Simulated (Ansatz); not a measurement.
Reactions of ClGeH₃S (`[SH][GeH2][Cl]`).

Isolated molecules relaxed with PBE0-D4/def2-TZVP in Ansatz; ΔE leaves out vibrations. CCSD(T)/CBS is the MP2 limit (def2-TZVPP, def2-QZVPP) plus CCSD(T) − MP2 in def2-TZVPP, frozen cores. This one scheme is used for every species, atoms too. Functionals use def2-TZVPP. Open shells (•) are unrestricted, without spin–orbit coupling. Spin–orbit coupling would lower the free atoms: a little for Cl. def2 core potentials past Kr. Bonds to Ge, I are less sure, by a few kJ/mol each and by 10 to 20 or more in all where they break to atoms, as the def2 sets lack core-valence functions. Scalar relativity is left out up to krypton. One conformer a species, not always the lowest.

| reaction | ωB97M-V (kcal/mol) | PBE-D4 (kcal/mol) | HF/CBS(def2) (kcal/mol) |
| --- | --- | --- | --- |
| `[SH][GeH2][Cl]` → `[Cl][GeH2]`• + `[SH]`• | 81.9 | 81.6 | 56.0 |
| `[SH][GeH2][Cl]` + `[SiH3]`• → `[S][GeH2][Cl]`• + SiH₄ | -2.6 | 0.5 | -8.6 |
| `[SH][GeH2][Cl]` + CH₃OH → `C[O][GeH2][SH]` + HCl | 9.7 | 10.0 | 11.3 |
| `[SH][GeH2][Cl]` + Cl• → `[SH][GeH][Cl]`• + HCl | -22.8 | -27.5 | -9.5 |
| `[SH][GeH2][Cl]` + `O[SiH2]F` → `F[SiH2][O][GeH2][Cl]` + H₂S | 0.1 | 2.8 | -3.4 |
| `[SH][GeH2][Cl]` + H₂ → `[SH][GeH3]` + HCl | 13.8 | 14.2 | 11.6 |
| `[SH][GeH2][Cl]` + H–F → `[F][GeH2][Cl]` + H₂S | -3.8 | -1.5 | -8.1 |
| `[SH][GeH2][Cl]` + CH₃NH₂ → `C[NH][GeH2][Cl]` + H₂S | 7.0 | 8.2 | 7.1 |
| `[SH][GeH2][Cl]` + HI → `[Cl][GeH2][I]` + H₂S | -7.6 | -7.3 | -9.1 |
| `[SH][GeH2][Cl]` → Cl• + `[SH][GeH2]`• | 98.2 | 97.0 | 72.7 |

Task: Give the CCSD(T)/CBS values in the same order. (An estimate is asked.)

Result: Computed: 84.2, -2.0, 8.9, -20.0, -0.1, 13.5, -1.7, 6.3, -8.2, 99.7 kcal/mol.

Largest T1 diagnostic: 0.015, for `[SiH3]`•.
